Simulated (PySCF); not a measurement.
A side-by-side comparison of computed properties.

First species: C8H13OP.
InChI=1S/C8H13OP/c1-5-7-10(9,6-2)8(3)4/h6,8H,2H2,1,3-4H3/t10-/m1/s1

Second species: C8H13OP.
InChI=1S/C8H13OP/c1-4-8-7(2)5-6-10(8,3)9/h4H,1,5-6H2,2-3H3/t10-/m1/s1

Levels: PBE0/pcSseg-1 for HOMO energy, LUMO energy and HOMO–LUMO gap. Geometries: GFN2-xTB. Each species is one conformer at its optimised geometry, gas phase, non-relativistic unless stated; the electronic structure was computed with PySCF and density fitting.

Dipoles, sizes and rotational constants follow the conformer. The torsions of the flexible species, by atom-mapped SMILES:
- `[CH2:1]=[CH:2][P@@:3](=[O:4])([C:5]#[C:6][CH3:7])[CH:8]([CH3:9])[CH3:10]`: C1–C2–P3–O4 3°, C2–P3–C8–C9 -172°

The conformers of `C=CC1=C(C)CC[P@@]1(C)=O` aren't listed.

Values for the first species:

- HOMO energy: -7.54 eV
- LUMO energy: -0.63 eV
- HOMO–LUMO gap: 6.91 eV

**Question.** Estimate the same properties for the second species, and the change in each.

**Answer.** 
| property | first | second | second less first |
| --- | --- | --- | --- |
| HOMO energy | -7.54 eV | -6.70 eV | +0.84 eV |
| LUMO energy | -0.63 eV | -0.95 eV | -0.32 eV |
| HOMO–LUMO gap | 6.91 eV | 5.75 eV | -1.16 eV |

On the first:  GFN2-xTB frequencies show an imaginary mode (34i cm⁻¹), so this geometry is no minimum at that level.

